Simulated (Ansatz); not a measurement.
C2H4BClSi (`[SiH3]C1=C(Cl)B1`) from Hartree–Fock to CCSD(T)

Cartesian coordinates in Å:
```
Si 0.697 1.082 -0.817
C -0.168 -0.298 0.064
C -0.575 -0.726 1.275
Cl -0.527 -0.191 2.876
B -0.879 -1.606 0.157
H -0.235 1.650 -1.822
H 1.121 2.144 0.130
H 1.886 0.521 -1.506
H -1.319 -2.574 -0.357
```

Charge 0, multiplicity 1. The structure was optimised at the PBE0-D4/def2-TZVP level. Frozen core, restricted reference, the Gaussian-basis code of Ansatz. CBS rows extrapolate triple and quadruple zeta; past MP2 they add the triple-zeta difference.

```tsv
basis	HF (Eh)	MP2 corr.	CCSD corr.	(T)	CCSD(T) total
def2-SVP	-850.81226	-0.56000	-0.60873	-0.02231	-851.44330
def2-TZVPP	-851.18673	-0.70541	-0.75272	-0.03631	-851.97576
def2-QZVPP	-851.21263	-0.75925	–	–	–
CBS(def2)	-851.21620	-0.79912	-0.84643	as TZ	-852.09894
```
